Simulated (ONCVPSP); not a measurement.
Scattering properties, ONCV potential for hydrogen (H)

```
Element                 : H (Z = 1)
Generator               : ONCVPSP 4.0.1
Type                    : optimised norm-conserving Vanderbilt (ONCV)
Functional              : LDA (Perdew-Wang 92)
Relativity              : scalar-relativistic
Frozen core             : none
Valence charge          : 1
Reference configuration : 1s1
Partial waves           : 1s: rc 0.90 bohr, ncon 5, nbas 10, qcut 8.5 1/bohr, 2 projectors, debl 0.4 Ha; p scattering state at 0.24 Ha: rc 0.85 bohr, ncon 4, nbas 7, qcut 8.9 1/bohr, 2 projectors, debl 2.3 Ha
Local potential         : polynomial inside 0.75 bohr (lpopt 5, dvloc0 4 Ha)
Core correction         : none
```

The phase is arctan(r·R′/R) of the radial function R(r), unwrapped; energies in Ha, scanned from -2 to 5 Ha. A pole is an energy at which the radial function vanishes at the test radius. The pseudo phase is shifted by a multiple of π to meet the all-electron one at the reference energy, and phase errors are pseudo minus all-electron; the curves can meet again beyond the range given. Levels narrower than the energy grid can be missing from the lists of poles.

Task: For each channel, where are the poles, and over which energies does the pseudopotential scatter like the atom?

Result:

| channel | radius (bohr) | reference energy (Ha) | poles, all-electron | poles, pseudo | unbroken range about the reference energy with phases within 0.05 rad | phase error 1 Ha above the reference energy (rad) |
| --- | --- | --- | --- | --- | --- | --- |
| s | 0.91 | -0.23 | 3.45 | 3.45 | the whole range | +0.000 |
| p | 0.86 | 0.24 | none | none | the whole range | -0.000 |

Phases in the s channel:

```json
{"E (Ha)": "-1.98", "all-electron": "0.324", "pseudo": "0.324"}
{"E (Ha)": "-1.62", "all-electron": "0.134", "pseudo": "0.134"}
{"E (Ha)": "-1.26", "all-electron": "-0.086", "pseudo": "-0.086"}
{"E (Ha)": "-0.90", "all-electron": "-0.320", "pseudo": "-0.320"}
{"E (Ha)": "-0.54", "all-electron": "-0.545", "pseudo": "-0.545"}
{"E (Ha)": "-0.18", "all-electron": "-0.745", "pseudo": "-0.745"}
{"E (Ha)": "0.18", "all-electron": "-0.911", "pseudo": "-0.911"}
{"E (Ha)": "0.54", "all-electron": "-1.046", "pseudo": "-1.046"}
{"E (Ha)": "0.90", "all-electron": "-1.155", "pseudo": "-1.155"}
{"E (Ha)": "1.26", "all-electron": "-1.244", "pseudo": "-1.244"}
{"E (Ha)": "1.62", "all-electron": "-1.318", "pseudo": "-1.318"}
{"E (Ha)": "1.98", "all-electron": "-1.381", "pseudo": "-1.381"}
{"E (Ha)": "2.34", "all-electron": "-1.435", "pseudo": "-1.435"}
{"E (Ha)": "2.70", "all-electron": "-1.484", "pseudo": "-1.484"}
{"E (Ha)": "3.06", "all-electron": "-1.527", "pseudo": "-1.527"}
{"E (Ha)": "3.42", "all-electron": "-1.568", "pseudo": "-1.568"}
{"E (Ha)": "3.78", "all-electron": "-1.606", "pseudo": "-1.606"}
{"E (Ha)": "4.14", "all-electron": "-1.644", "pseudo": "-1.644"}
{"E (Ha)": "4.50", "all-electron": "-1.681", "pseudo": "-1.681"}
{"E (Ha)": "4.86", "all-electron": "-1.719", "pseudo": "-1.719"}
```
